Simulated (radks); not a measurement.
Results of a calculation; reference values are marked as such.
How relativity changes the ionisation of neutral bismuth ([Hg] 6p3) to Bi+ ([Hg] 6p2). Spin-unpolarised spherical Kohn-Sham, LDA (Slater exchange, Perdew-Wang correlation), point nucleus unless stated (finite: rms radius 5.5211 fm), a radial shooting solver on a logarithmic mesh with Libxc functionals. A level marked "c x" has the speed of light scaled by that factor and shares open shells by 2j + 1; other Dirac levels either fill j = l - 1/2 first or share by 2j + 1.

level                               E(Bi) (hartree)  E(Bi+) (hartree)  IE (eV)   HOMO  <r> HOMO (bohr)
non-rel.                                -20090.3799       -20090.0775    8.228     6p            3.094
scalar-rel.                             -21519.3112       -21519.0118    8.148     6p            3.042
scalar-rel., finite nucleus             -21512.8354       -21512.5359    8.150     6p            3.042
Dirac, 2j+1 shares                      -21569.9283       -21569.6233    8.299  6p3/2            3.184
Dirac, low j first                      -21569.9993       -21569.7370    7.138  6p3/2            3.238
Dirac, 2j+1 shares, finite nucleus      -21563.3645       -21563.0595    8.301  6p3/2            3.183
Dirac, c x 0.75                         -23390.5387       -23390.2170    8.754  6p3/2            3.317
Dirac, c x 1.5                          -20674.3153       -20674.0129    8.228  6p3/2            3.126
Dirac, c x 10                           -20102.5277       -20102.2254    8.228  6p3/2            3.094

NIST Atomic Spectra Database: 7.286 eV (measured). The relativistic part of the total energy of Bi is -1473 hartree (Dirac, 2j+1 shares, finite nucleus), 7.3 % of the non-relativistic value. Spin polarisation and multiplet splitting of open shells are left out at every level.

Beside tabulated values, note that relativity, absent from the non-relativistic runs, is large for the heavy elements, and spin-unpolarised runs miss the spin-polarisation part of the exchange energy of open shells, and scalar-relativistic runs lack spin-orbit coupling.
